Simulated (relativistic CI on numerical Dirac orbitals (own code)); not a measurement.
# Hyperfine structure of Ag²⁶⁺, mass number 107

Method of calculation: Dirac-Coulomb-Breit CI, orbitals from a KLI potential per configuration, model QED, unscaled Slater integrals (own radial code, finite nucleus).

CI space (outside the closed core [Ne]): 3s2 3p6 3d3, 3s2 3p5 3d4, 3s 3p6 3d4, 3s2 3p6 3d2 4s, 3s2 3p6 3d2 4p, 3s2 3p6 3d2 4d, 3s2 3p6 3d2 4f, 3s2 3p5 3d3 4s, 3s2 3p5 3d3 4p, 3s 3p6 3d3 4s, 3s2 3p6 3d 4s 4p, 3p6 3d5, 3p5 3d6, 3s2 3p6 3d 4s2, 3s2 3p6 4s2 4p, 3s2 3p6 4s2 4d, 3s2 3p6 4s2 4f, 3p6 3d4 4s, 3p5 3d5 4s. Double excitations out of closed p, d and f shells are left out; levels of such configurations are missing from the list, as are those of other unlisted configurations, and high levels can miss mixing partners. These lack a partner that the ground configuration has and come out too high: 3s2 3p5 3d3 4p.

Nuclear spin I = 1/2, μ = -0.11352 μN (tables of Stone and Pyykkö). The electronic factors are computed for point nuclear moments, without core polarisation or the Bohr-Weisskopf and QED corrections.

```json
{"Level": "3s2 3p6 3d3 4F_3/2", "E (cm⁻¹)": "0.0", "A (MHz)": "-4138"}
{"Level": "3s2 3p6 3d3 4F_5/2", "E (cm⁻¹)": "35155.6", "A (MHz)": "-2514"}
{"Level": "3s2 3p6 3d3 4F_7/2", "E (cm⁻¹)": "61897.4", "A (MHz)": "-2309"}
{"Level": "3s2 3p6 3d3 4F_9/2", "E (cm⁻¹)": "78490.8", "A (MHz)": "-2502"}
{"Level": "3s2 3p6 3d3 4P_1/2", "E (cm⁻¹)": "95608.3", "A (MHz)": "1527"}
{"Level": "3s2 3p6 3d3 2G_7/2", "E (cm⁻¹)": "125772.7", "A (MHz)": "-2647"}
{"Level": "3s2 3p6 3d3 2H_9/2", "E (cm⁻¹)": "131228.2", "A (MHz)": "-2422"}
{"Level": "3s2 3p6 3d3 4P_5/2", "E (cm⁻¹)": "137893.3", "A (MHz)": "-1026"}
```

Levels with J = 0, under 50 % of one LS term, or S terms without an open s electron are left out. Small factors come from cancelling terms and can be off by tens of per cent or more.

At this charge energies of transitions that change n are usually good to better than 1 %, and those within a shell (Δn = 0) to a few per cent. Terms inside the open d or f shell come out 10 to 20 % too wide with unscaled integrals.

(1) Give the hyperfine levels of 3s2 3p6 3d3 4F_3/2 relative to its centre of gravity.

Answers

(1) With K = F(F + 1) − I(I + 1) − J(J + 1), E = AK/2: F = 1: 5173, F = 2: -3104 MHz.

LS names give the leading component of a level, which can be under half, so a name can repeat, a term be missing and a line seem to break the LS rules.
